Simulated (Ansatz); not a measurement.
H$_{7}$HfN$_{3}$O, SMILES `[NH2][Hf]([NH2])([NH2])[OH]`. Charge 0, multiplicity 1. Hf: def2 effective core potential. The structure was optimised at the PBE0-D4/def2-TZVP level. It is one conformer, not always the lowest.

```xyz
12

N    -0.456   -0.575   -1.796
Hf    0.250   -0.084    0.060
N     0.174    1.958    0.168
N    -1.088   -0.850    1.407
O     2.043   -0.729    0.412
H    -0.811    0.086   -2.472
H    -0.432   -1.491   -2.221
H     0.919    2.591   -0.085
H    -0.556    2.486    0.624
H    -0.905   -1.070    2.375
H    -2.022   -1.157    1.175
H     2.886   -1.164    0.352
```

Question: What is the dipole moment at B3LYP/def2-TZVPP? (Best estimate.)

Answer: Computed: 0.59 D, with components (0.39, -0.37, -0.24) D in this frame, pointing from negative to positive charge.

Question: And with PBE, r2SCAN, ωB97M-V? (An estimate is asked.)

Answer: Computed: PBE 0.56 D, r2SCAN 0.58 D, ωB97M-V 0.64 D.

Question: Give the Mulliken charges with B3LYP, r2SCAN, PBE in def2-TZVPP. (Best estimate.)

Answer: The calculation gave: 
```json
{"atom": "N1", "B3LYP": "-0.46", "r2SCAN": "-0.53", "PBE": "-0.43"}
{"atom": "Hf2", "B3LYP": "0.87", "r2SCAN": "0.97", "PBE": "0.68"}
{"atom": "N3", "B3LYP": "-0.46", "r2SCAN": "-0.53", "PBE": "-0.43"}
{"atom": "N4", "B3LYP": "-0.46", "r2SCAN": "-0.53", "PBE": "-0.43"}
{"atom": "O5", "B3LYP": "-0.44", "r2SCAN": "-0.48", "PBE": "-0.39"}
{"atom": "H6", "B3LYP": "0.14", "r2SCAN": "0.16", "PBE": "0.15"}
{"atom": "H7", "B3LYP": "0.12", "r2SCAN": "0.15", "PBE": "0.13"}
{"atom": "H8", "B3LYP": "0.12", "r2SCAN": "0.15", "PBE": "0.13"}
{"atom": "H9", "B3LYP": "0.13", "r2SCAN": "0.16", "PBE": "0.15"}
{"atom": "H10", "B3LYP": "0.12", "r2SCAN": "0.15", "PBE": "0.13"}
{"atom": "H11", "B3LYP": "0.14", "r2SCAN": "0.16", "PBE": "0.15"}
{"atom": "H12", "B3LYP": "0.17", "r2SCAN": "0.18", "PBE": "0.17"}
```

B3LYP here is the variant with VWN-RPA as its local correlation; programs differ in this.
